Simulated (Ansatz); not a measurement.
Input for Ansatz (development build ahead of 0.2.0):

```yaml
crystal:
  periodic: [false, false, false]
  atoms:
    - { symbol: Li, position_ang: [-1.0743, -0.8766, 0.5231] }
    - { symbol: F, position_ang: [-1.4405, 0.4506, -0.651] }
    - { symbol: F, position_ang: [0.3202, -1.5605, -0.4052] }
    - { symbol: Li, position_ang: [0.0643, -0.1241, -1.4753] }
    - { symbol: F, position_ang: [-0.0713, 0.1376, 1.6364] }
    - { symbol: Li, position_ang: [-0.2887, 1.4069, 0.3653] }
    - { symbol: Li, position_ang: [1.2987, -0.4062, 0.587] }
    - { symbol: F, position_ang: [1.1916, 0.9723, -0.5802] }
basis:
  gaussian: { orbitals: def2-SVP }
total_charge: 1
magnetization:
  spin_polarized: true
  initial_magnetization: 1
hamiltonian:
  xc: hf
output:
  forces: true
```

The input is written out in the form of the current development build from the run's settings.

Output:

```json
{"Converged": "yes", "Total energy": "-427.30157 hartree", "Spin squared of the determinant": "0.753", "Stability test": "minimum"}
```

Forces (eV/Å):
| atom | Fx | Fy | Fz |
| --- | --- | --- | --- |
| Li1 | -0.915 | -0.747 | 0.446 |
| F2 | 1.800 | 0.383 | 0.027 |
| F3 | 0.624 | 1.726 | -0.137 |
| Li4 | -1.821 | -1.825 | -1.884 |
| F5 | 0.886 | 0.592 | -1.501 |
| Li6 | -2.498 | 1.113 | 1.648 |
| Li7 | 0.547 | -2.366 | 2.073 |
| F8 | 1.378 | 1.124 | -0.671 |

Caution: the determinant breaks the point group.
